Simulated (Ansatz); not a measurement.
GeH12Si4 (`[SiH3][SiH2][GeH2][SiH2][SiH3]`). Charge 0, multiplicity 1. All single points use the PBE0-D4/def2-TZVP geometry. It is one conformer, not always the lowest.

```xyz
17

Si   -1.159   -1.298   -2.021
Si   -1.561    0.765   -1.001
Ge   -1.203    0.566    1.346
Si    0.913   -0.461    1.723
Si    2.546    0.647    0.472
H    -2.067   -2.328   -1.449
H    -1.374   -1.233   -3.492
H     0.247   -1.712   -1.762
H    -2.951    1.221   -1.284
H    -0.616    1.781   -1.542
H    -1.234    1.956    2.010
H    -2.325   -0.284    1.973
H     0.835   -1.884    1.289
H     1.262   -0.433    3.171
H     2.193    0.579   -0.972
H     3.890    0.040    0.664
H     2.604    2.078    0.875
```

Question: What is the dipole moment at PBE/def2-TZVPP? (Estimate.)

Answer: Computed: 0.06 D, with components (-0.04, 0.02, 0.04) D in this frame, pointing from negative to positive charge.

Question: And with r2SCAN, B3LYP, ωB97M-V? (An estimate is asked.)

Answer: The calculation gave: r2SCAN 0.02 D, B3LYP 0.02 D, ωB97M-V 0.03 D.

Question: Give the Mulliken charges with PBE, ωB97M-V, B3LYP in def2-TZVPP. (Estimate.)

Answer: The calculation gave: 
| atom | PBE | ωB97M-V | B3LYP |
| --- | --- | --- | --- |
| Si1 | 0.12 | 0.06 | 0.17 |
| Si2 | 0.05 | 0.03 | 0.10 |
| Ge3 | 0.07 | -0.12 | 0.02 |
| Si4 | 0.05 | 0.03 | 0.10 |
| Si5 | 0.12 | 0.06 | 0.17 |
| H6 | -0.04 | -0.01 | -0.05 |
| H7 | -0.04 | -0.02 | -0.05 |
| H8 | -0.04 | -0.02 | -0.05 |
| H9 | -0.05 | -0.01 | -0.06 |
| H10 | -0.04 | 0.00 | -0.05 |
| H11 | 0.00 | 0.03 | 0.00 |
| H12 | 0.00 | 0.03 | 0.00 |
| H13 | -0.04 | 0.00 | -0.05 |
| H14 | -0.05 | -0.01 | -0.06 |
| H15 | -0.04 | -0.02 | -0.05 |
| H16 | -0.04 | -0.02 | -0.05 |
| H17 | -0.04 | -0.01 | -0.05 |

B3LYP here is the variant with VWN-RPA as its local correlation; programs differ in this.
